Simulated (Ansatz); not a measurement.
Geometry optimisation, RKS B3LYP-D4/def2-SVP in Ansatz.

input.yaml

```yaml
crystal:
  periodic: [false, false, false]
  atoms:
    - { symbol: C, position_ang: [-0.23801, 1.03967, -0.38151] }
    - { symbol: C, position_ang: [0.49332, -0.14163, 0.1145] }
    - { symbol: B, position_ang: [1.55024, -0.95086, 0.53069] }
    - { symbol: B, position_ang: [0.20646, -1.63269, 0.57571] }
    - { symbol: H, position_ang: [-0.77791, 0.79573, -1.29889] }
    - { symbol: H, position_ang: [-0.97226, 1.3693, 0.35656] }
    - { symbol: H, position_ang: [0.43563, 1.87255, -0.59074] }
    - { symbol: H, position_ang: [-0.69747, -2.35208, 0.69369] }
basis:
  gaussian: { orbitals: def2-SVP }
hamiltonian:
  xc: b3lyp
  dispersion: d4
relax:
  f_tol: 0.02
  max_steps: 50
```

Run as:

```bash
$ ansatz run input.yaml --threads 1 --pin off --max-ram 2048MiB --backend cpu --events-out ev --progress --plain --runs-dir out
```

Task: Where does it end, and by what steps?

Result: The forces met the threshold. After 6 steps the energy has fallen by 0.110 eV; H8 moved furthest, 0.19 Å.

```
step  energy less start (eV)  largest force component (eV/Å)  accepted
   0                  0.0000                           1.532       yes
   1                 -0.0741                           0.659       yes
   2                 -0.1041                           0.235       yes
   3                 -0.1087                           0.107       yes
   4                 -0.1094                           0.053       yes
   5                 -0.1095                           0.029       yes
   6                 -0.1095                           0.003       yes
```

```xyz
8
Properties=species:S:1:pos:R:3
C -0.237 1.002 -0.368
C 0.613 -0.102 0.122
B 1.595 -0.962 0.552
B 0.225 -1.623 0.572
H -0.793 0.713 -1.275
H -0.975 1.310 0.392
H 0.377 1.882 -0.616
H -0.807 -2.221 0.620
```

Whether the end is a true minimum wasn't checked by a vibrational analysis.

Time of the run: 38 s on 1 thread of AMD EPYC (Zen 3), with other jobs on the host, peak memory 0.15 GiB.
